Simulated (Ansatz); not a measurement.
Reaction (cleavage of the P–Si bond): `O[SiH](P)S` + H₂S → `PS` + `O[SiH2]S`

Program: Ansatz. Geometries: PBE0-D4/def2-TZVP. ΔE: electronic, gas phase. CCSD(T)/CBS is the MP2 limit (def2-TZVPP, def2-QZVPP) plus CCSD(T) − MP2 in def2-TZVPP, frozen cores. This one scheme is used for every species. DFT in def2-TZVPP. One conformer a species, not always the lowest.

`O[SiH](P)S`:

Cartesian coordinates in Å:
```
O -1.093 1.436 0.146
Si 0.079 0.286 0.193
P -0.763 -1.731 -0.337
S 1.617 0.579 -1.262
H -1.495 1.617 -0.706
H 0.637 0.401 1.559
H -1.488 -1.820 0.881
H 0.368 -2.423 0.173
H 2.137 1.655 -0.646
```

H₂S:

Cartesian coordinates in Å:
```
S -0.356 -0.440 0.251
H -0.143 -0.022 -1.005
H 0.499 0.463 0.754
```

`PS`:

```xyz
5

P     0.617   -0.340    0.383
S    -0.940    0.371   -0.861
H    -0.150   -0.498    1.567
H     1.120    0.923    0.787
H    -0.647   -0.456   -1.876
```

`O[SiH2]S`:

```xyz
7

O    -1.193   -0.488   -0.773
Si    0.329    0.022   -0.428
S     0.718    0.181    1.664
H    -1.499   -1.284   -0.334
H     1.369   -0.932   -0.887
H     0.445    1.330   -1.105
H    -0.169    1.171    1.863
```

```
             level  ΔE (eV)
       LDA (SPW92)     0.26
           r2SCAN0     0.19
RPA@PBE/def2-TZVPP     0.19
      MP2/def2-SVP     0.29
```

Problem. What does CCSD(T)/CBS give? (An estimate is asked.)

Solution. Computed: +0.20 eV. The listed levels differ from it by 0.06, -0.01, -0.01, 0.09 eV.

Problem. What do rigid-rotor, harmonic-oscillator terms from PBE0-D4/def2-TZVP frequencies (298.15 K, 1 bar) make of the CCSD(T)/CBS value? (Estimate.)

Solution. Ansatz gave: ΔZPE = +0.06 eV, ΔH = +0.22 eV, ΔS = 7 J/(mol·K), ΔG = +0.20 eV.

Largest T1 diagnostic among the species: 0.013.

The D4 term adds +0.07 eV with B3LYP and +0.04 eV with PBE0; it sums over pairs of atoms, weighted by their polarisabilities, and B3LYP, whose exchange is more repulsive, gets the larger term. At CCSD(T), def2-SVP lies +0.07 eV from the extrapolated value and def2-TZVPP +0.02 eV.

B3LYP here is the variant with VWN-RPA as its local correlation; programs differ in this.
